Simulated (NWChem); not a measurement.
Molecule: NH3TeSe; SMILES N[Te][SeH]

Results from NWChem. The geometry was optimised at PBE0/def2-SVP. No frequency run checked for a minimum. def2 effective core potentials on Te; no spin-orbit coupling. One conformer.

Diagonal of the polarisability tensor at B3LYP/def2-SVPD, static: 75.72, 108.34, 67.38 bohr³.

Question: Find the mean polarisability volume, the molar refraction, and the refractive index that an ideal gas of it would have at 273.15 K and 1 atm.

Answer: 
1. Mean: one third of the trace = 83.81 bohr³ × 0.14818 Å³/bohr³ = 12.42 Å³.
2. Molar refraction (Lorentz-Lorenz): (4π/3) N_A α = 31.3 cm³/mol.
3. Number density p/kT = 2.687 × 10⁻⁵ Å⁻³; n − 1 = 2π N α = 20.97 × 10⁻⁴.
4. These hold the electronic response alone: vibrational and orientational terms add to the static dielectric constant.
